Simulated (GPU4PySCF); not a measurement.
C12H10O2S, SMILES c1(ccccc1)S(c1ccccc1)(=O)=O.

The structure is a stationary point at PBE0-D3(BJ)/def2-TZVP. One conformer was computed; it need not be the lowest.

These are PBE0-D3(BJ)/def2-TZVP run with GPU4PySCF values and carry that method's errors.

Frequencies are harmonic and unscaled.

```json
[
 {"mode": "1", "ν (cm⁻¹)": "18", "IR (km/mol)": "0.0", "moving atoms (share of kinetic energy)": "C 80 %, H 20 %"},
 {"mode": "2", "ν (cm⁻¹)": "45", "IR (km/mol)": "0.2", "moving atoms (share of kinetic energy)": "C 72 %, H 18 %"},
 {"mode": "3", "ν (cm⁻¹)": "47", "IR (km/mol)": "0.8", "moving atoms (share of kinetic energy)": "C 75 %, H 11 %"},
 {"mode": "4", "ν (cm⁻¹)": "148", "IR (km/mol)": "1.3", "moving atoms (share of kinetic energy)": "C 77 %, H 13 %, O 10 %"},
 {"mode": "5", "ν (cm⁻¹)": "171", "IR (km/mol)": "1.0", "moving atoms (share of kinetic energy)": "O 53 %, C 37 %, H 8 %"},
 {"mode": "6", "ν (cm⁻¹)": "201", "IR (km/mol)": "0.0", "moving atoms (share of kinetic energy)": "O 49 %, C 42 %, H 9 %"},
 {"mode": "7", "ν (cm⁻¹)": "246", "IR (km/mol)": "0.3", "moving atoms (share of kinetic energy)": "C 85 %, H 15 %"},
 {"mode": "8", "ν (cm⁻¹)": "310", "IR (km/mol)": "2.1", "moving atoms (share of kinetic energy)": "C 45 %, O 43 %"},
 {"mode": "9", "ν (cm⁻¹)": "320", "IR (km/mol)": "1.4", "moving atoms (share of kinetic energy)": "C 42 %, O 41 %, S 12 %"},
 {"mode": "10", "ν (cm⁻¹)": "335", "IR (km/mol)": "0.0", "moving atoms (share of kinetic energy)": "C 47 %, O 46 %"},
 {"mode": "11", "ν (cm⁻¹)": "407", "IR (km/mol)": "0.0", "moving atoms (share of kinetic energy)": "C 71 %, H 28 %"},
 {"mode": "12", "ν (cm⁻¹)": "411", "IR (km/mol)": "0.1", "moving atoms (share of kinetic energy)": "C 72 %, H 28 %"},
 {"mode": "13", "ν (cm⁻¹)": "443", "IR (km/mol)": "7.6", "moving atoms (share of kinetic energy)": "C 69 %, H 20 %, S 10 %"},
 {"mode": "14", "ν (cm⁻¹)": "470", "IR (km/mol)": "0.9", "moving atoms (share of kinetic energy)": "O 37 %, C 31 %, S 26 %"},
 {"mode": "15", "ν (cm⁻¹)": "490", "IR (km/mol)": "0.4", "moving atoms (share of kinetic energy)": "C 53 %, O 26 %, H 14 %"},
 {"mode": "16", "ν (cm⁻¹)": "575", "IR (km/mol)": "66.9", "moving atoms (share of kinetic energy)": "C 36 %, O 30 %, S 25 %, H 9 %"},
 {"mode": "17", "ν (cm⁻¹)": "604", "IR (km/mol)": "173.1", "moving atoms (share of kinetic energy)": "C 45 %, S 30 %, O 17 %"},
 {"mode": "18", "ν (cm⁻¹)": "625", "IR (km/mol)": "0.0", "moving atoms (share of kinetic energy)": "C 92 %, H 8 %"},
 {"mode": "19", "ν (cm⁻¹)": "627", "IR (km/mol)": "0.1", "moving atoms (share of kinetic energy)": "C 92 %, H 8 %"},
 {"mode": "20", "ν (cm⁻¹)": "704", "IR (km/mol)": "21.9", "moving atoms (share of kinetic energy)": "C 56 %, H 44 %"},
 {"mode": "21", "ν (cm⁻¹)": "709", "IR (km/mol)": "49.7", "moving atoms (share of kinetic energy)": "C 55 %, H 45 %"},
 {"mode": "22", "ν (cm⁻¹)": "717", "IR (km/mol)": "16.4", "moving atoms (share of kinetic energy)": "C 79 %, H 9 %"},
 {"mode": "23", "ν (cm⁻¹)": "744", "IR (km/mol)": "115.1", "moving atoms (share of kinetic energy)": "C 55 %, H 30 %, S 14 %"},
 {"mode": "24", "ν (cm⁻¹)": "780", "IR (km/mol)": "22.1", "moving atoms (share of kinetic energy)": "H 54 %, C 44 %"},
 {"mode": "25", "ν (cm⁻¹)": "780", "IR (km/mol)": "11.9", "moving atoms (share of kinetic energy)": "C 45 %, H 36 %, S 16 %"},
 {"mode": "26", "ν (cm⁻¹)": "860", "IR (km/mol)": "0.0", "moving atoms (share of kinetic energy)": "H 79 %, C 21 %"},
 {"mode": "27", "ν (cm⁻¹)": "867", "IR (km/mol)": "0.0", "moving atoms (share of kinetic energy)": "H 79 %, C 21 %"},
 {"mode": "28", "ν (cm⁻¹)": "946", "IR (km/mol)": "0.0", "moving atoms (share of kinetic energy)": "H 71 %, C 28 %"},
 {"mode": "29", "ν (cm⁻¹)": "954", "IR (km/mol)": "0.7", "moving atoms (share of kinetic energy)": "H 71 %, C 29 %"},
 {"mode": "30", "ν (cm⁻¹)": "978", "IR (km/mol)": "0.0", "moving atoms (share of kinetic energy)": "H 71 %, C 29 %"},
 {"mode": "31", "ν (cm⁻¹)": "985", "IR (km/mol)": "0.0", "moving atoms (share of kinetic energy)": "H 72 %, C 28 %"},
 {"mode": "32", "ν (cm⁻¹)": "997", "IR (km/mol)": "0.2", "moving atoms (share of kinetic energy)": "H 77 %, C 23 %"},
 {"mode": "33", "ν (cm⁻¹)": "998", "IR (km/mol)": "0.1", "moving atoms (share of kinetic energy)": "H 77 %, C 23 %"},
 {"mode": "34", "ν (cm⁻¹)": "1024", "IR (km/mol)": "2.7", "moving atoms (share of kinetic energy)": "C 90 %, H 9 %"},
 {"mode": "35", "ν (cm⁻¹)": "1024", "IR (km/mol)": "0.5", "moving atoms (share of kinetic energy)": "C 91 %, H 8 %"},
 {"mode": "36", "ν (cm⁻¹)": "1057", "IR (km/mol)": "3.1", "moving atoms (share of kinetic energy)": "C 61 %, H 39 %"},
 {"mode": "37", "ν (cm⁻¹)": "1057", "IR (km/mol)": "2.7", "moving atoms (share of kinetic energy)": "C 65 %, H 34 %"},
 {"mode": "38", "ν (cm⁻¹)": "1105", "IR (km/mol)": "0.0", "moving atoms (share of kinetic energy)": "H 66 %, C 34 %"},
 {"mode": "39", "ν (cm⁻¹)": "1109", "IR (km/mol)": "4.1", "moving atoms (share of kinetic energy)": "C 54 %, H 25 %, O 19 %"},
 {"mode": "40", "ν (cm⁻¹)": "1109", "IR (km/mol)": "14.4", "moving atoms (share of kinetic energy)": "H 65 %, C 34 %"},
 {"mode": "41", "ν (cm⁻¹)": "1136", "IR (km/mol)": "97.3", "moving atoms (share of kinetic energy)": "C 70 %, H 26 %"},
 {"mode": "42", "ν (cm⁻¹)": "1183", "IR (km/mol)": "0.0", "moving atoms (share of kinetic energy)": "H 91 %, C 9 %"},
 {"mode": "43", "ν (cm⁻¹)": "1183", "IR (km/mol)": "0.3", "moving atoms (share of kinetic energy)": "H 91 %, C 9 %"},
 {"mode": "44", "ν (cm⁻¹)": "1198", "IR (km/mol)": "1.0", "moving atoms (share of kinetic energy)": "H 85 %, C 15 %"},
 {"mode": "45", "ν (cm⁻¹)": "1199", "IR (km/mol)": "52.4", "moving atoms (share of kinetic energy)": "H 72 %, O 13 %, C 9 %"},
 {"mode": "46", "ν (cm⁻¹)": "1207", "IR (km/mol)": "156.5", "moving atoms (share of kinetic energy)": "O 41 %, C 21 %, H 19 %, S 19 %"},
 {"mode": "47", "ν (cm⁻¹)": "1331", "IR (km/mol)": "0.0", "moving atoms (share of kinetic energy)": "H 70 %, C 30 %"},
 {"mode": "48", "ν (cm⁻¹)": "1337", "IR (km/mol)": "12.2", "moving atoms (share of kinetic energy)": "H 71 %, C 27 %"},
 {"mode": "49", "ν (cm⁻¹)": "1369", "IR (km/mol)": "0.0", "moving atoms (share of kinetic energy)": "C 91 %, H 8 %"},
 {"mode": "50", "ν (cm⁻¹)": "1372", "IR (km/mol)": "42.8", "moving atoms (share of kinetic energy)": "C 82 %, O 8 %"},
 {"mode": "51", "ν (cm⁻¹)": "1396", "IR (km/mol)": "95.7", "moving atoms (share of kinetic energy)": "O 46 %, S 39 %, C 12 %"},
 {"mode": "52", "ν (cm⁻¹)": "1484", "IR (km/mol)": "0.0", "moving atoms (share of kinetic energy)": "C 61 %, H 39 %"},
 {"mode": "53", "ν (cm⁻¹)": "1489", "IR (km/mol)": "35.4", "moving atoms (share of kinetic energy)": "C 61 %, H 38 %"},
 {"mode": "54", "ν (cm⁻¹)": "1518", "IR (km/mol)": "3.1", "moving atoms (share of kinetic energy)": "C 59 %, H 41 %"},
 {"mode": "55", "ν (cm⁻¹)": "1520", "IR (km/mol)": "2.2", "moving atoms (share of kinetic energy)": "C 59 %, H 41 %"},
 {"mode": "56", "ν (cm⁻¹)": "1650", "IR (km/mol)": "0.0", "moving atoms (share of kinetic energy)": "C 91 %, H 8 %"},
 {"mode": "57", "ν (cm⁻¹)": "1654", "IR (km/mol)": "3.3", "moving atoms (share of kinetic energy)": "C 90 %, H 10 %"},
 {"mode": "58", "ν (cm⁻¹)": "1655", "IR (km/mol)": "0.0", "moving atoms (share of kinetic energy)": "C 92 %, H 8 %"},
 {"mode": "59", "ν (cm⁻¹)": "1656", "IR (km/mol)": "1.9", "moving atoms (share of kinetic energy)": "C 91 %, H 9 %"},
 {"mode": "60", "ν (cm⁻¹)": "3193", "IR (km/mol)": "0.0", "moving atoms (share of kinetic energy)": "H 92 %"},
 {"mode": "61", "ν (cm⁻¹)": "3193", "IR (km/mol)": "0.4", "moving atoms (share of kinetic energy)": "H 92 %"},
 {"mode": "62", "ν (cm⁻¹)": "3204", "IR (km/mol)": "0.0", "moving atoms (share of kinetic energy)": "H 92 %, C 8 %"},
 {"mode": "63", "ν (cm⁻¹)": "3205", "IR (km/mol)": "13.8", "moving atoms (share of kinetic energy)": "H 92 %, C 8 %"},
 {"mode": "64", "ν (cm⁻¹)": "3213", "IR (km/mol)": "7.9", "moving atoms (share of kinetic energy)": "H 91 %, C 9 %"},
 {"mode": "65", "ν (cm⁻¹)": "3214", "IR (km/mol)": "3.0", "moving atoms (share of kinetic energy)": "H 91 %, C 9 %"},
 {"mode": "66", "ν (cm⁻¹)": "3222", "IR (km/mol)": "0.0", "moving atoms (share of kinetic energy)": "H 91 %, C 9 %"},
 {"mode": "67", "ν (cm⁻¹)": "3224", "IR (km/mol)": "2.3", "moving atoms (share of kinetic energy)": "H 91 %, C 9 %"},
 {"mode": "68", "ν (cm⁻¹)": "3225", "IR (km/mol)": "11.2", "moving atoms (share of kinetic energy)": "H 91 %, C 9 %"},
 {"mode": "69", "ν (cm⁻¹)": "3226", "IR (km/mol)": "4.7", "moving atoms (share of kinetic energy)": "H 91 %, C 9 %"}
]
```
